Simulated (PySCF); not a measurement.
## Magnetisability: `CN1CC=C1C1CC1`, C7H11N

Cartesian coordinates in Å; atom numbers follow the order of the lines, from 1:
```xyz
19

C    -1.9773    1.3050   -0.3409
N    -1.3514    0.0426   -0.6347
C    -1.8777   -1.2129   -0.0550
C    -0.4534   -1.5204    0.3233
C    -0.0735   -0.3163   -0.1425
C     1.1575    0.4649   -0.2430
C     2.4780   -0.2482   -0.3748
C     2.1362    0.4407    0.9034
H    -1.3979    2.1063   -0.7985
H    -2.0598    1.5056    0.7372
H    -2.9778    1.3066   -0.7740
H    -2.3461   -1.8571   -0.8005
H    -2.5609   -1.0508    0.7805
H     0.0286   -2.4035    0.6856
H     1.0433    1.3994   -0.7780
H     3.2299    0.1892   -1.0136
H     2.4583   -1.3264   -0.3921
H     1.8820   -0.1709    1.7553
H     2.6521    1.3552    1.1548
```

Theory: GIAO HF/pcSseg-1 magnetisability, rotational g tensor and spin-rotation constants, non-relativistic, gas phase in PySCF. Geometry: GFN2-xTB.

Problem. How diamagnetic is it, and how anisotropic?

Solution. Isotropic -1389 × 10⁻³⁰ J/T², or -83.6 × 10⁻⁶ cm³/mol; principal values -1497, -1389, -1281 × 10⁻³⁰ J/T², anisotropy 187 × 10⁻³⁰ J/T² (root of half the summed squared differences of the principal values). The susceptibility is in cgs units.

Problem. Split it along the inertial axes a, b, c into diamagnetic and paramagnetic parts about the centre of mass, with the quadrupole moment.

Solution. 
| axis | χ (10⁻⁶ cm³/mol) | diamagnetic (10⁻⁶ cm³/mol) | paramagnetic (10⁻⁶ cm³/mol) | summed x² of all electrons (Å²) | quadrupole Θ (D Å) |
| --- | --- | --- | --- | --- | --- |
| a | -81.0 | -420.2 | 339.3 | 197.9 | +3.37 |
| b | -87.9 | -960.1 | 872.2 | 70.7 | +2.81 |
| c | -82.1 | -1139.4 | 1057.3 | 28.4 | -6.19 |

Anisotropies 2χaa − χbb − χcc = +8.0 and 2χbb − χaa − χcc = -12.8 × 10⁻⁶ cm³/mol. Θ is traceless in Buckingham's convention.

Problem. And the rotational g tensor?

Solution. 
```csv
axis,rotational constant (GHz),g,nuclear part,electronic part
a,4.1408,-0.0148,0.6452,-0.6600
b,1.4573,-0.0002,0.5969,-0.5971
c,1.2079,-0.0005,0.5995,-0.6000
```
Asymmetric top; isotopes 12C, 1H, 14N; no vibrational averaging.
